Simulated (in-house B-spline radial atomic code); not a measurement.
Settings and results of a run for Bi⁵⁺ (an excited or competing configuration). Method: Dirac-Hartree-Fock, average of configuration, Fermi nucleus of rms radius 5.5211 fm. Calculated with a radial B-spline atomic code at the basis-set limit.

Command:
```bash
python run_scf.py task.json out
```
Settings (nuclear radius in fm, mass in u):
```
Z                83
configuration    [Kr] 4d9 4f14 5s2 5p6 5d10 6g1
hamiltonian      dirac
method           hf
spin_polarised   False
nucleus          fermi
rms_radius       5.5211
atomic_mass      208.9804
speed_of_light   137.035999084
```

Output (hartree, bohr):
```
 radial grid: 70 intervals, B-splines of order 8, outer radius 33.6842 bohr

 iter        energy (Eh)    residual
    1      -21534.339151    1.10e+00
    2      -21540.667607    2.58e-01
    3      -21541.777328    8.11e-02
    4      -21541.837135    3.05e-02
    5      -21541.845509    5.33e-03
    6      -21541.845968    2.07e-03
    7      -21541.846019    1.76e-04
    8      -21541.846019    3.28e-05
    9      -21541.846019    1.88e-06
   10      -21541.846019    1.21e-07

 total energy                    -21541.84602
 kinetic                           25154.8681
 electron-nucleus                 -54361.3638
 electron-electron                  7664.6497

 first-order corrections (not in the total)
   Gaunt                            28.8994
   retardation                      -3.0627
   frequency dependence             -0.5993
   self-energy                      22.0257
   Uehling                          -4.7494
   Wichmann-Kroll                    0.2222
   recoil                            0.0337

 orbital      occ     eigenvalue          <r>       <r^2>       <1/r>       r_max    small
 1s1/2      2.000     -3352.9298    0.0157938 0.000346324     103.167    0.009662  1.01e-01
 2s1/2      2.000      -610.8757     0.065748  0.00518434     25.5812     0.05639  2.33e-02
 2p1/2      2.000      -585.9792    0.0539538  0.00365244       25.49     0.04125  2.33e-02
 2p3/2      4.000      -500.5961    0.0629558  0.00482819     20.2341     0.04904  2.05e-02
 3s1/2      2.000      -152.6482     0.170699   0.0334873     9.39172      0.1585  7.87e-03
 3p1/2      2.000      -141.4663     0.161462   0.0304717     9.28894      0.1478  7.80e-03
 3p3/2      4.000      -122.0990     0.177758   0.0367221     7.91882      0.1634  6.98e-03
 3d3/2      4.000      -103.9905      0.15472   0.0281184     7.79388       0.127  6.82e-03
 3d5/2      6.000       -99.9198     0.159672   0.0298198     7.49081      0.1313  6.60e-03
 4s1/2      2.000       -38.8705     0.375794    0.159406     3.98612      0.3559  2.71e-03
 4p1/2      2.000       -33.9460     0.376809    0.161532     3.87622      0.3535  2.62e-03
 4p3/2      4.000       -29.0799     0.409424    0.190428     3.42318      0.3841  2.33e-03
 4d3/2      3.600       -21.1732     0.415017    0.199368     3.21803      0.3757  2.11e-03
 4d5/2      5.400       -20.2528     0.425729    0.209596      3.1133      0.3852  2.03e-03
 4f5/2      6.000        -9.8061     0.430045     0.21934     2.79978      0.3387  1.69e-03
 4f7/2      8.000        -9.5936     0.435651    0.224971     2.76049      0.3431  1.65e-03
 5s1/2      2.000        -9.4362     0.829385    0.769049     1.66005      0.7696  7.30e-04
 5p1/2      2.000        -7.6367     0.876805    0.863507     1.55164      0.8026  6.55e-04
 5p3/2      4.000        -6.6543      0.95301     1.01913     1.39422      0.8713  5.68e-04
 5d3/2      4.000        -3.9550      1.11596     1.41887     1.18169      0.9825  4.34e-04
 5d5/2      6.000        -3.8205      1.14836      1.5017     1.14275        1.01  4.11e-04
 6g7/2      0.444        -0.5039      7.22036      58.907    0.171411       7.706  1.41e-05
 6g9/2      0.556        -0.5040      7.21687     58.8569    0.171548       7.703  1.41e-05
```

Cost of the run: 1.9 s on 1 thread of Arm Neoverse V1, on a shared host.

For the Dirac Hamiltonian the kinetic term is c α·p + (β - 1)c².
